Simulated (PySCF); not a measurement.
Structure problem from calculated spectra and properties.

Elements present: B, C, H, O and Si. Monoisotopic mass: 104.0465 u.

| Item | Value |
| --- | --- |
| Rotational structure | rotational constants A, B, C: 6.909, 1.474, 1.322 GHz [PBE0-D3(BJ)/def2-SVP] |
| 1H NMR | chemical shifts (computed TMS as zero) by class: 7.45 (2 H), 4.99 (2 H), 4.70 (2 H), 3.64 (3 H) ppm [GIAO B3LYP/pcSseg-2] |
| UV, first state | lowest singlet excitation: 5.42 eV (229 nm, f = 0.000) [TDDFT wB97X-D/def2-SVPD] |
| Polarisability | 72.4 au [wB97X-D/def2-SVPD] |
| UV, strongest line | among the 10 lowest singlet transitions: S10 at 8.41 eV (147 nm, f = 0.049) [TDDFT wB97X-D/def2-SVPD] |
| Valence photoelectron | vertical ionisation energy: 10.22 eV [ΔSCF wB97X-D/def2-SVPD] |
| 13C NMR | chemical shifts (computed TMS as zero) by class: 77.7 (1 C), 53.8 (1 C) ppm [GIAO B3LYP/pcSseg-2] |
| Triplet | lowest triplet excitation (Tamm–Dancoff): 5.02 eV [TDA wB97X-D/def2-SVPD] |
| Dipole | 1.79 D [wB97X-D/def2-SVPD] |

The electronic properties come from PySCF, for the isolated species, density fitting. Levels stand in brackets. Isolated species at its PBE0-D3(BJ)/def2-SVP geometry (one conformer only). Each NMR value is the plain mean over a class of atoms that symmetry, rotation or inversion makes alike.

Problem. Which formula fits the mass and the elements?

Solution. C2H9BO2Si (calculated 104.0465). No other formula that holds each of these elements comes within 0.0003 u with a fitting electron parity and a possible valence count.

Problem. Give a SMILES that accounts for the data.

Solution. Numbering: `[BH2:1][CH2:2][O:3][SiH2:4][O:5][CH3:6]`. 2 carbons fall into 2 classes; from least to most shielded: sp3 carbon bound to oxygen [C2] (77.7 ppm), methoxy carbon [C6] (53.8 ppm). Hydrogen classes from least to most shielded: 2 H on a three-coordinate boron, B1 (7.45 ppm), 2 H on an oxygen-bound silicon, Si4 (4.99 ppm), 2 H on an sp3 carbon bound to oxygen, C2 (4.70 ppm, a mean of values up to 0.5 ppm apart in this geometry), 3 H on a methoxy carbon, C6 (3.64 ppm). The first electron is taken from the HOMO, whose largest Löwdin shares are 0.33 on a silyl ether oxygen, 0.18 on a silyl ether oxygen, 0.11 on the oxygen-bound silicon and 0.08 on the sp3 carbon bound to oxygen. The optimised geometry has point group C1 and is an asymmetric top. Structure: `O([SiH2]OC)CB`. Computed isomers that give other values at the same levels: `OB(O)CC[SiH3]` (rotational constant A: 7.384 GHz; this holds for the one conformer computed). The assignments are read from this structure; whether some other isomer fits the data as well wasn't checked.

Conformer computed: `[BH2:1][CH2:2][O:3][SiH2:4][O:5][CH3:6]`: B1–C2–O3–Si4 39°, C2–O3–Si4–O5 144°, O3–Si4–O5–C6 -55°.
